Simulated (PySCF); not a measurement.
## Dipole response of Zn³⁺ (zinc, charge +3)

[Ar] 3d9, 2D determinant. All numbers are calculated (PySCF 2.14, scalar relativity by spin-free X2C-1e, in x2c-TZVPPall with one added diffuse shell each of s, p, d, f type (7s6p5d3f1g, 80 functions)). Coupled (time-dependent) response in atomic units; α is the mean over directions.

| method | mean α (bohr³) | α xx, yy, zz | C₆ (like pair) | S(−4) |
| --- | --- | --- | --- | --- |
| UHF | 1.332 | 1.296, 1.296, 1.404 | 2.957 | 0.5138 |
| PBE | 1.607 | 1.558, 1.558, 1.705 | 3.647 | 0.9017 |
| PBE0 | 1.517 | 1.471, 1.471, 1.609 | 3.417 | 0.7612 |

S(−4) is the Cauchy moment in α(ω) = α(0) + S(−4) ω² + …

α(iu) at UHF:

```
u (hartree)  α(iu) (bohr³)
          0          1.332
     0.0500          1.331
      0.100          1.327
      0.200          1.312
      0.300          1.289
      0.500          1.222
      0.750          1.122
       1.00          1.019
       1.50         0.8389
       2.00         0.6982
       3.00         0.5042
       5.00         0.2974
```

For an ion, C₆ is the dispersion term alone; charge-induced terms of lower order in 1/R come first.

The components differ because the open shell of this determinant is not spherical; for a pure term their mean is the scalar polarisability.
